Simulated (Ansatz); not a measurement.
Two isomers of C2H8S2Si: A = `CS[SiH](C)S`, B = `CSCS[SiH3]`.

Program: Ansatz. Geometries: PBE0-D4/def2-TZVP. ΔE: electronic, gas phase. CCSD(T)/CBS adds triple-zeta CCSD(T) − MP2 to the extrapolated MP2 energy (def2 sets, frozen cores). DFT in def2-TZVPP. B3LYP here is the variant with VWN-RPA as its local correlation; programs differ in this. One conformer a species, not always the lowest.

(1) Which is lower in electronic energy at CCSD(T)/CBS, and by how much? (Estimate.)

(2) Give E(B) − E(A) in kcal/mol with B3LYP, B3LYP-D4, PBE0-D4, CCSD(T)/def2-SVP, HF/def2-TZVPP, ωB97M-V, B2PLYP. (An estimate is asked.)

(3) Does the order hold for the free energy at 298.15 K (harmonic terms from PBE0-D4)? (Estimate.)

Largest T1 diagnostic: 0.011.

Answers

(1) Ansatz gave: A, by 39.1 kcal/mol.

(2) The calculation gave: B3LYP 39.1, B3LYP-D4 38.5, PBE0-D4 39.2, CCSD(T)/def2-SVP 36.6, HF/def2-TZVPP 40.2, ωB97M-V 39.3, B2PLYP 39.2. None reverses the order clearly.

(3) Ansatz gave: Yes: G(B) − G(A) = +38.5 kcal/mol, for one conformer each. Modes under 60 cm⁻¹, often nearly free rotors, make the harmonic entropy too high.

Leaving LDA and LC-ωPBE aside and taking each functional with its dispersion term where it has one, the values, not all of them listed here, spread over 3.9 kcal/mol, from revPBE-D4 to B97M-V. LDA lies −1.1 kcal/mol from PBE without D4. From PBE to PBE0 (25 % exact exchange), in def2-TZVPP and without D4, E(B) − E(A) moves by +1.2 kcal/mol.
